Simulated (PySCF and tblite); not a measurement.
C₆H₁₂O₂, numbered as in [CH3:1][O:2][CH:3]1[CH2:4][CH2:5][O:6][CH2:7][CH2:8]1. The ensemble was built from 90 distance-geometry starts (ETKDG and KDG, MMFF94s, GFN2-xTB) and rests on PBE0-D3(BJ)/def2-SVP geometries. Free energies are PBE0-D3(BJ)/def2-TZVP single points with GFN2-xTB rigid-rotor and vibrational terms (modes under about 100 cm⁻¹ blended into free rotors). Symmetry numbers and mirror images are counted. Conformers within 4 kcal/mol (GFN2-xTB free energy) were kept, 5 at most. GIAO shieldings: PBE0/pcSseg-1. Couplings: B3LYP/pcSseg-1 with pcJ-1 on H (gas phase; spin-dipole term only for pairs with B, N, F, Si or P). Shifts are against TMS (¹H), TMS (¹³C) at the same level. (PySCF 2.14, tblite 0.8.)

Torsions listed: C1–O2–C3–C4. The 6-ring runs over atoms 3–4–5–6–7–8. Of a mirror pair one member is shown.

Two conformers hold nearly all the population. I: 6-ring chair (O2 axial); 166°; δ(H3) = 3.18 ppm. II: 6-ring chair (all substituents equatorial); 166°; δ(H3) = 2.70 ppm. The average over the ensemble at 298.15 K is 2.82 ppm.

(1) What populations and free-energy difference follow from a two-state model?

## Answers

(1) p(I) = (2.82 − 2.70)/(3.18 − 2.70) = 0.25, so K = p(II)/p(I) = 3.00 and G(II) − G(I) = −RT ln K = -0.65 kcal/mol. The weights computed directly are 24.1 % and 75.1 %, with 0.9 % in minor conformers.
